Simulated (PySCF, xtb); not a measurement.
Al(H)(OH)(NH2) (AlH4NO), SMILES [OH][AlH][NH2]. Other conformers were not sampled.

Harmonic wavenumbers (cm⁻¹) from GFN2-xTB in xtb at its own minimum, in rising order: 169, 184, 396, 399, 446, 463, 479, 663, 735, 933, 1477, 1942, 3406, 3446, 3772.

Question: What does TPSSh-D3(BJ)/def2-TZVP run with PySCF give at its own minimum? (An estimate is asked for; the answer gives what the named calculation found.)

Answer: 211, 284, 372, 387, 516, 539, 658, 711, 770, 904, 1577, 1960, 3564, 3650, 3897. Paired by order, the mean absolute difference is 81 cm⁻¹ and the zero-point energies are 27.0 and 28.6 kcal/mol.
